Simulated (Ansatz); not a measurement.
Basis sets compared for ZnI₆⁴⁻ (relaxed from a model of [ZnI6]4-, whose bonding it doesn't keep). The state is a singlet with charge -4. Geometry PBE0-D4/def2-SVPD, loosely relaxed. Ansatz on 4 threads of Arm Neoverse V1 on a shared host; times are rough, and most runs start from earlier orbitals.

```xyz
7

Zn   -0.226   -2.834    2.019
I    -0.439   -4.910    3.506
I     1.333   13.992   -9.781
I   -14.476   -4.012   -5.023
I    14.053    1.393    6.700
I     0.769   -3.068   -0.319
I    -1.014   -0.561    2.898
```

In the def2 sets I takes a core potential; there is no spin–orbit coupling. A multiply charged anion in the gas phase is held together partly by the finite basis. At PBE-D4/def2-SVPD, PBE-D4/def2-TZVPD, PBE0-D4/def2-SVPD, PBE0-D4/def2-TZVPD the highest occupied level of the charge -4 singlet lies above zero (up to 1.89 eV). By energy differences it is unbound by 0.65 eV (vertical, against the charge -3 doublet, at PBE-D4/def2-TZVPD) and held by the finite basis. The geometry of the charge -4 singlet is only loosely relaxed. In the singlet geometry the species has come apart into loosely held pieces.

```json
{"level": "PBE-D4/def2-SVPD", "functions": "244", "energy (Eh)": "-3565.4075", "HOMO (eV)": "1.89", "LUMO (eV)": "4.10", "wall time": "4.6 s"}
{"level": "PBE0-D4/def2-SVPD", "functions": "244", "energy (Eh)": "-3565.6032", "HOMO (eV)": "0.88", "LUMO (eV)": "4.83", "wall time": "12 s"}
```

Problem. Estimate the rows for PBE-D4/def2-TZVPD, PBE0-D4/def2-TZVPD.

Solution. 
```tsv
level	functions	energy (Eh)	HOMO (eV)	LUMO (eV)	wall time
PBE-D4/def2-TZVPD	405	-3565.7069	1.88	4.12	9 s
PBE0-D4/def2-TZVPD	405	-3565.8910	0.89	4.87	31 s
```
